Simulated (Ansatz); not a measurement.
Mulliken charges of CH7GaO, SMILES `C[OH+][GaH3-]` from r2SCAN/def2-TZVPP in Ansatz (PBE0-D4/def2-TZVP geometry).

```tsv
atom	x (Å)	y (Å)	z (Å)	charge (e)
C1	-1.055	0.643	-0.678	-0.031
O2	0.339	0.335	-0.651	-0.235
Ga3	1.068	-0.694	1.090	0.117
H4	-1.294	1.225	-1.570	0.080
H5	-1.658	-0.267	-0.641	0.099
H6	-1.254	1.241	0.209	0.087
H7	0.581	-0.164	-1.437	0.210
H8	-0.033	-1.832	1.096	-0.117
H9	0.908	0.494	2.110	-0.106
H10	2.481	-1.032	0.477	-0.105
```

Q: By hand: the dipole of these point charges (1 e Å = 4.8032 D).

A: Σ q r = (-0.530, 0.236, -0.573) e Å, of length 0.815 e Å = 3.91 D.

Q: How does the dipole of the full density compare? (An estimate is asked.)

A: The calculation gave: (-0.467, 0.224, -0.702) e Å, 4.19 D; the point charges give 0.93 times that, at 9° from its direction.

Point charges leave out the atoms' own dipoles, such as those of lone pairs, and Mulliken's split depends on the basis, so the close match here is no proof of good charges.
